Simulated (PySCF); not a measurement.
# C6H8N: g tensor and hyperfine couplings

Compound: C6H8N (doublet state).
Structure used (GFN2-xTB), in Å, numbered top down from 1:
```xyz
15
C6H8N angstrom
C      2.5141    1.0707   -0.1394
C      1.7718    0.1847   -0.7115
C      0.7701   -0.7246   -0.0169
C     -0.6552   -0.4675   -0.5306
N     -1.5372   -1.5058   -0.0026
C     -1.0881    0.8787   -0.1684
C     -1.5255    1.9306    0.2000
H      2.7011    1.4511    0.8372
H      1.8161    0.0324   -1.7848
H      0.8067   -0.5628    1.0618
H      1.0250   -1.7653   -0.2270
H     -0.6673   -0.5590   -1.6255
H     -2.4799   -1.3834   -0.3568
H     -1.5769   -1.4461    1.0102
H     -1.8793    2.8743    0.4921
```

The hyperfine couplings belong to this conformer and change with its torsions.

As a line formula: `[H]/[C]=C\C[C@@H](N)C#C` [radical].

Method used: PySCF, UKS B3LYP, pcH-1 on C H N, non-relativistic, mean-field spin-orbit, GIAO. One conformer (not necessarily the lowest) at the GFN2-xTB geometry, without solvent, vibrations or thermal averaging. Couplings are sensitive to structure, and on GFN2-xTB geometries they can be far from those on DFT ones. The SCF solution wasn't tested for stability.

* g1, g2, g3: 2.00171, 2.00220, 2.00267
* g_iso: 2.00219
* Form of g: rhombic: the two nearest values differ by 49 % of g3 − g1
* ⟨S²⟩: 0.7589 (exact 0.7500)
* HOMO–LUMO gap, α and β orbitals: 6.52, 4.77 eV
* Basis functions: 255

Hyperfine couplings atom by atom, in mT; T1 to T3 are the principal values of the dipolar part (MHz turned into mT with g_iso):

```csv
atom,isotope,a_iso,T1,T2,T3,Mulliken spin population
C1,13C,11.16,-2.94,-2.15,5.09,1.04
C2,13C,-0.56,-0.70,0.09,0.61,-0.17
C3,13C,2.87,-0.31,-0.28,0.59,0.08
C4,13C,-0.20,-0.02,-0.01,0.03,0.00
N5,14N,0.10,-0.01,0.00,0.01,0.00
C6,13C,0.00,-0.01,-0.01,0.02,0.00
C7,13C,0.00,-0.01,-0.01,0.02,0.00
H8,1H,1.38,-1.17,-0.25,1.42,0.01
H9,1H,3.97,-0.23,-0.20,0.43,0.05
H10,1H,-0.19,-0.22,-0.05,0.28,0.00
H11,1H,-0.18,-0.15,-0.06,0.21,0.00
H12,1H,0.00,-0.05,-0.03,0.08,0.00
H13,1H,0.12,-0.02,-0.02,0.03,0.00
H14,1H,0.00,-0.03,-0.02,0.05,0.00
H15,1H,0.00,-0.02,-0.02,0.04,0.00
```

The largest Mulliken spin populations are on C1 (+1.04), C2 (-0.17) and C3 (+0.08). C1 is the only atom above +0.15.

Axes: g1 points within 9° of the C1–H8 bond and g2 points within 4° of the C2–C3 bond.

Under fast tumbling the dipolar parts average out, and these isotropic splittings remain: 1 × 1H (H9, I = 1/2, 2 lines) with 3.97 mT, 1 × 1H (H8, I = 1/2, 2 lines) with 1.38 mT, 1 × 1H (H10, I = 1/2, 2 lines) with 0.19 mT, 1 × 1H (H11, I = 1/2, 2 lines) with 0.18 mT, 1 × 14N (N5, I = 1, 3 lines) with 0.10 mT and 2 × 1H (H13/H14, I = 1/2, 3 lines) with 0.06 mT.

Nuclei that the bonding pattern makes equivalent are averaged, as if the motion that swaps them (rotation, inversion, ring flip) were fast.

The 13C coupling of C1 (312.7 MHz) shows only in satellite lines or after enrichment, since that isotope makes up about 1.07 % of natural carbon.
